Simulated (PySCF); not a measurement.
Input of a response calculation (the driver script's job line, then coordinates in Å):

```
{"job": {"kind": "uv", "xc": "CAM-B3LYP", "basis": "def2-SVPD", "nstates": 8, "ntriplets": 3}, "charge": 0, "multiplicity": 1}
C     -2.113424     0.292008     0.318999
C     -1.007760    -0.437070     1.070395
C     -0.082434    -1.194654     0.125508
As     0.756088    -0.017975    -1.250424
Si     2.160414     1.151946     0.182907
H     -1.684729     1.057728    -0.332488
H     -2.676867    -0.406647    -0.297932
H     -2.799839     0.774781     1.011089
H     -0.424651     0.287108     1.648621
H     -1.456404    -1.139341     1.780539
H      0.700069    -1.697558     0.701786
H     -0.653406    -1.972466    -0.393196
H      1.831386    -1.022102    -1.587128
H      2.621353     0.365263     1.337712
H      1.467956     2.331889     0.725020
H      3.354646     1.636033    -0.517853
```

Method: TDDFT CAM-B3LYP/def2-SVPD, vertical, gas phase, core orbitals frozen in the response in PySCF. Job line and output are in the format of a driver script around the code.

Question: Give the output.

Answer: 
```
coarse grid: 56480 points
cycle   1  E = -2645.8790943771  dE = -5.636e-01  |g| = 3.087e-01  |ddm| = 5.051e+00
cycle   2  E = -2645.8900820550  dE = -1.099e-02  |g| = 2.379e-01  |ddm| = 7.416e-01
cycle   3  E = -2645.9013572020  dE = -1.128e-02  |g| = 3.759e-02  |ddm| = 3.421e-01
cycle   4  E = -2645.9017248512  dE = -3.676e-04  |g| = 1.568e-02  |ddm| = 7.876e-02
cycle   5  E = -2645.9017939519  dE = -6.910e-05  |g| = 3.448e-03  |ddm| = 2.643e-02
cycle   6  E = -2645.9017973473  dE = -3.395e-06  |g| = 6.585e-04  |ddm| = 7.075e-03
final grid: 117720 points
cycle   7  E = -2645.9018071116  dE = -2.061e-07  |g| = 5.287e-04  |ddm| = 5.514e-03
cycle   8  E = -2645.9018071355  dE = -2.394e-08  |g| = 4.785e-04  |ddm| = 1.610e-03
cycle   9  E = -2645.9018071944  dE = -5.891e-08  |g| = 3.434e-05  |ddm| = 6.758e-04
cycle  10  E = -2645.9018071951  dE = -6.371e-10  |g| = 1.690e-05  |ddm| = 1.211e-04
converged SCF energy = -2645.9018071951

Static polarisability (au): isotropic 97.749, principal 85.851 95.559 111.837

Singlet excitations
state   eV       nm        f      main configurations
  1   5.8663    211.3   0.03325   H->L 0.75, H->L+2 0.09
  2   6.3963    193.8   0.03069   H->L+2 0.69, H->L+1 0.13, H->L 0.12
  3   6.4733    191.5   0.20440   H->L+1 0.70, H->L+2 0.18
  4   7.2122    171.9   0.00958   H->L+5 0.35, H->L+4 0.34, H->L+6 0.15
  5   7.3277    169.2   0.00320   H->L+3 0.48, H-1->L 0.10, H->L+5 0.10
  6   7.5423    164.4   0.07031   H-1->L 0.65, H->L+6 0.12
  7   7.6526    162.0   0.06272   H->L+6 0.45, H->L+4 0.29, H->L+8 0.13
  8   7.8310    158.3   0.05174   H-1->L+1 0.61, H->L+3 0.09

Triplet excitations (Tamm-Dancoff, eV): 5.1380 5.4158 6.0543
```

One conformer (not necessarily the lowest) at the GFN2-xTB geometry, without solvent, vibrations or thermal averaging. Relativistic effects, spin–orbit coupling among them, are left out although an element past zinc is present.

The SCF starts on a coarse grid; the energy jumps when the final grid takes over, and dE counts afresh there. H and L stand for HOMO and LUMO.

Time: 78 s of wall time; peak memory 0.95 GiB. Hardware: one thread of an Arm Neoverse N1, no GPU, shared host with 64 logical CPUs at a one-minute load of 61.

Conformer computed: `[CH3:1][CH2:2][CH2:3][AsH:4][SiH3:5]`: C1–C2–C3–As4 57°, C2–C3–As4–Si5 70°.
